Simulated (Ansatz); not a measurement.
Geometry optimisation, RKS PBE/def2-SVP in Ansatz.

Input:

```yaml
crystal:
  periodic: [false, false, false]
  atoms:
    - { symbol: B, position_ang: [-0.2283, 1.7754, -0.5921] }
    - { symbol: O, position_ang: [-0.2147, 0.6921, 0.3693] }
    - { symbol: C, position_ang: [0.0784, -0.6233, 0.0192] }
    - { symbol: C, position_ang: [0.2122, -1.5339, 0.9872] }
    - { symbol: Cl, position_ang: [0.4853, -1.118, -1.6393] }
    - { symbol: H, position_ang: [-0.5581, 2.9185, -0.2259] }
    - { symbol: H, position_ang: [-0.0266, 1.6581, -1.7482] }
    - { symbol: H, position_ang: [-0.0473, -1.2583, 2.0084] }
    - { symbol: H, position_ang: [0.3876, -2.5568, 0.8044] }
basis:
  gaussian: { orbitals: def2-SVP }
hamiltonian:
  xc: pbe
relax:
  f_tol: 0.015
  max_steps: 40
```

Command:

```bash
$ ansatz run input.yaml --threads 2 --pin off --max-ram 3072MiB --backend cpu --events-out ev --progress --plain --runs-dir out
```

Question: Where does it end, and by what steps?

Answer: The forces met the threshold. After 7 steps the energy has fallen by 0.366 eV; H6 moved furthest, 0.19 Å.

```tsv
step	energy less start (eV)	largest force component (eV/Å)	accepted
0	0.0000	2.776	yes
1	-0.2259	1.373	yes
2	-0.3272	0.837	yes
3	-0.3478	0.493	yes
4	-0.3603	0.317	yes
5	-0.3655	0.090	yes
6	-0.3661	0.033	yes
7	-0.3663	0.010	yes
```

```xyz
9
Properties=species:S:1:pos:R:3
B -0.247 1.755 -0.608
O -0.179 0.689 0.246
C 0.125 -0.614 0.006
C 0.156 -1.510 1.008
Cl 0.468 -1.069 -1.648
H -0.549 2.803 -0.075
H -0.018 1.633 -1.791
H -0.067 -1.173 2.030
H 0.400 -2.560 0.814
```

Whether the end is a true minimum wasn't checked by a vibrational analysis.

Run time: 10 s on 2 threads of Intel(R) Xeon(R) Platinum 8488C (Sapphire Rapids), with other jobs on the host, peak memory 0.16 GiB.
